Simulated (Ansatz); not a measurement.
`[CH3][GaH][F]`. The species carries charge 0 and has multiplicity 1. The structure was optimised at the PBE0-D4/def2-TZVP level.

```xyz
7

C     0.202   -0.692   -0.590
Ga   -0.365    0.717    0.632
F     0.969    1.581    1.404
H     0.312   -0.277   -1.596
H     1.170   -1.089   -0.281
H    -0.527   -1.502   -0.639
H    -1.760    1.261    1.069
```

Task: What is the dipole moment at PBE/def2-TZVPP? (Best estimate.)

Result: Computed: 2.53 D, with components (-1.33, -1.61, -1.44) D in this frame, pointing from negative to positive charge.

Task: And with r2SCAN, B3LYP, ωB97M-V? (An estimate is asked.)

Result: Computed: r2SCAN 2.60 D, B3LYP 2.66 D, ωB97M-V 2.64 D.

Task: Give the Mulliken charges with PBE, ωB97M-V, B3LYP in def2-TZVPP. (Estimate.)

Result: Computed: 
| atom | PBE | ωB97M-V | B3LYP |
| --- | --- | --- | --- |
| C1 | -0.37 | -0.47 | -0.38 |
| Ga2 | 0.44 | 0.53 | 0.52 |
| F3 | -0.36 | -0.41 | -0.41 |
| H4 | 0.10 | 0.11 | 0.10 |
| H5 | 0.11 | 0.13 | 0.11 |
| H6 | 0.11 | 0.12 | 0.11 |
| H7 | -0.04 | -0.02 | -0.05 |

B3LYP here is the variant with VWN-RPA as its local correlation; programs differ in this.
